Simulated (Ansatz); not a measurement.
`B[SiH2][AsH]C` + H₂ → `C[AsH][SiH3]` + BH₃  (hydrogenolysis of the Si–B bond)

Isolated molecules relaxed with PBE0-D4/def2-TZVP in Ansatz; ΔE leaves out vibrations. CCSD(T)/CBS is the MP2 limit (def2-TZVPP, def2-QZVPP) plus CCSD(T) − MP2 in def2-TZVPP, frozen cores. This one scheme is used for every species. Functionals use def2-TZVPP. For As outer-core shells are correlated without core-valence functions, which leaves a few kJ/mol of doubt a bond. Scalar relativity is left out up to krypton. Each species was taken in one conformer, which may not be the lowest.

`B[SiH2][AsH]C`:

Z-matrix (Å, degrees):
```
Si
As 1 2.393
B 1 1.989 2 101.7
H 1 1.490 2 109.5 3 121.7
H 1 1.489 2 106.6 3 -120.4
C 2 1.980 1 96.6 3 -74.7
H 2 1.525 1 90.7 3 -170.7
H 3 1.196 1 121.1 2 86.0
H 3 1.196 1 120.9 2 -87.5
H 6 1.089 2 112.5 1 -42.9
H 6 1.090 2 108.2 1 -164.1
H 6 1.090 2 108.5 1 78.3
```

H₂:

Cartesian coordinates in Å:
```
H -0.060 0.212 0.301
H 0.060 -0.212 -0.301
```

`C[AsH][SiH3]`:

Z-matrix (Å, degrees):
```
C
As 1 1.980
H 1 1.089 2 112.6
H 1 1.090 2 108.4 3 121.4
H 1 1.090 2 108.2 3 -121.1
Si 2 2.360 1 96.1 3 46.4
H 2 1.525 1 96.2 3 -46.2
H 6 1.487 2 109.8 1 -168.6
H 6 1.488 2 108.4 1 72.7
H 6 1.489 2 112.3 1 -46.9
```

BH₃:

Z-matrix (Å, degrees):
```
B
H 1 1.193
H 1 1.193 2 120.0
H 1 1.193 2 120.0 3 180.0
```

```tsv
level	ΔE (eV)
r2SCAN	-0.24
HF/def2-TZVPP	-0.67
MP2/def2-TZVPP	-0.34
CCSD/CBS(def2)	-0.37
```

Q: What does CCSD(T)/CBS give? (Estimate.)

A: The calculation gave: -0.31 eV. The listed levels differ from it by 0.07, -0.36, -0.03, -0.06 eV.

Largest T1 diagnostic among the species: 0.012.

In def2-TZVPP, CCSD(T) changes the Hartree–Fock value by +0.33 eV (the triples alone add +0.06 eV) and MP2 by +0.33 eV. The D4 term adds +0.09 eV with B3LYP and +0.05 eV with PBE0; it sums over pairs of atoms, weighted by their polarisabilities, and B3LYP, whose exchange is more repulsive, gets the larger term.

B3LYP here is the variant with VWN-RPA as its local correlation; programs differ in this.
